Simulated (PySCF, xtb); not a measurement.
C₂H₇OSi, SMILES C[Si](C)O, multiplicity 2. The values are those of a single conformer.

Harmonic wavenumbers (cm⁻¹) from xtb with GFN2-xTB at its own minimum, in rising order: 98, 121, 161, 174, 232, 241, 659, 720, 758, 794, 803, 839, 850, 886, 1358, 1369, 1479, 1487, 1489, 1499, 2980, 2994, 3034, 3052, 3055, 3060, 3683.

Question: What does PBE0-D3(BJ)/def2-SVP run with PySCF 2.14.0 give at its own minimum? (Estimate from the structure and the level; the computed values follow.)

Answer: 128, 151, 194, 231, 253, 283, 632, 671, 707, 737, 773, 832, 857, 898, 1245, 1253, 1415, 1420, 1424, 1433, 3041, 3048, 3145, 3151, 3163, 3175, 3930. Paired by order, the mean absolute difference is 64 cm⁻¹ and the zero-point energies are 54.1 and 54.6 kcal/mol.
